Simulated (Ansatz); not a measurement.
Geometry optimisation, Ansatz 0.2.0, RKS PBE0/def2-SVP.

input.yaml

```yaml
crystal:
  periodic: [false, false, false]
  atoms:
    - { symbol: B, position_ang: [-0.08463, -0.281099, -0.066748] }
    - { symbol: H, position_ang: [0.040047, -0.524158, 1.106411] }
    - { symbol: O, position_ang: [0.959426, -0.412616, -0.90382] }
    - { symbol: H, position_ang: [1.781894, -0.645402, -0.459189] }
    - { symbol: H, position_ang: [-1.156866, -0.004235, -0.541785] }
    - { symbol: Br, position_ang: [0.162144, 2.721966, 1.135776] }
    - { symbol: H, position_ang: [0.155386, 1.278344, 1.548655] }
basis:
  gaussian: { orbitals: def2-SVP }
hamiltonian:
  xc: pbe0
relax:
  f_tol: 0.03
  max_steps: 50
```

Launched with:

```bash
$ ansatz run input.yaml --threads 1 --pin off --max-ram 2048MiB --backend cpu --events-out ev --progress --plain --runs-dir out
```

**Question.** Where does it end, and by what steps?

**Answer.** The forces met the threshold. The force dipped under the threshold on the way, but the program's further checks kept it going. After 12 steps the energy has fallen by 0.104 eV; Br6 moved furthest, 0.52 Å.

| step | energy less start (eV) | largest force component (eV/Å) | accepted |
| --- | --- | --- | --- |
| 0 | 0.0000 | 1.435 | yes |
| 1 | -0.0802 | 0.376 | yes |
| 2 | -0.0818 | 0.564 | yes |
| 3 | -0.0975 | 0.169 | yes |
| 4 | -0.0987 | 0.101 | yes |
| 5 | -0.1005 | 0.037 | yes |
| 6 | -0.1022 | 0.064 | yes |
| 7 | -0.1029 | 0.127 | yes |
| 8 | -0.1036 | 0.018 | yes |
| 9 | -0.1040 | 0.024 | yes |
| 10 | -0.1008 | 0.285 | no |
| 11 | -0.1042 | 0.053 | yes |
| 12 | -0.1043 | 0.022 | yes |

```xyz
7
Properties=species:S:1:pos:R:3
B -0.019 -0.390 -0.160
H 0.218 -0.374 1.035
O 0.937 -0.721 -1.042
H 1.786 -0.922 -0.635
H -1.110 -0.116 -0.600
Br 0.151 3.027 1.558
H -0.105 1.629 1.664
```

The run took 21 s on 1 thread of Intel(R) Xeon(R) 6975P-C (Granite Rapids), on a shared host, peak memory 0.16 GiB.
